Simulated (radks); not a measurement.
Results of a calculation; reference values are marked as such.
Orbital eigenvalues (eV) of neutral silicon, [Ne] 3s2 3p2, at several levels of relativity; Dirac values are averaged over j with weights 2j + 1. Spin-unpolarised spherical Kohn-Sham, PBE, point nucleus unless stated (finite: rms radius 3.1224 fm), a radial shooting solver on a logarithmic mesh with Libxc functionals. A level marked "c x" has the speed of light scaled by that factor and shares open shells by 2j + 1; other Dirac levels either fill j = l - 1/2 first or share by 2j + 1.

shell  non-rel.  Dirac, low j first  Dirac, 2j+1 shares, finite nucleus  Dirac, c x 100  change of magnitude, last against first (%)
1s      -1781.2             -1785.8                             -1785.8         -1781.2                                        0.00
2s      -138.84             -139.46                             -139.49         -138.84                                        0.00
2p      -95.591             -95.517                             -95.546         -95.591                                        0.00
3s      -10.768             -10.797                             -10.812         -10.768                                        0.00
3p      -4.0903             -4.0689                             -4.0810         -4.0903                                        0.00
